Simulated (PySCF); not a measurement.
**C³⁺ (carbon, charge +3): MN15 calculation**

Configuration: [He] 2s1, 2S determinant. Calculation: PySCF 2.14, in cc-pVTZ (4s3p2d1f, 30 functions); the non-relativistic Hamiltonian (point nucleus).

| Property | Result |
| --- | --- |
| Total energy | -34.7698 hartree |
| One-electron energy | -40.1080 hartree |
| Hartree (Coulomb) energy | 9.3173 hartree |
| Exchange-correlation energy | -3.9792 hartree |
| Kinetic energy | 34.44042 hartree |
| ⟨S²⟩ | 0.7500 |
| ⟨L²⟩ | 0.000 |
| Sum of ⟨r⟩ | 1.816 bohr |
| Sum of ⟨r²⟩ | 2.102 bohr² |
| Density at the nucleus (Gaussians lack the cusp) | 121 bohr⁻³ |
| Spin density at the nucleus | 4.61 bohr⁻³ |
| Langevin diamagnetic susceptibility | -1.67 ×10⁻⁶ cm³/mol |
| Time after the integrals | 0.15 s of wall time on 1 thread of Neoverse-N1 (shared host) |

```tsv
shell	electrons	mean orbital energy (eV)	rms radius, mean of both spins (bohr)
1s α	1	-336.11	0.314
1s β	1	-335.75	0.314
2s α	1	-59.929	1.38
```
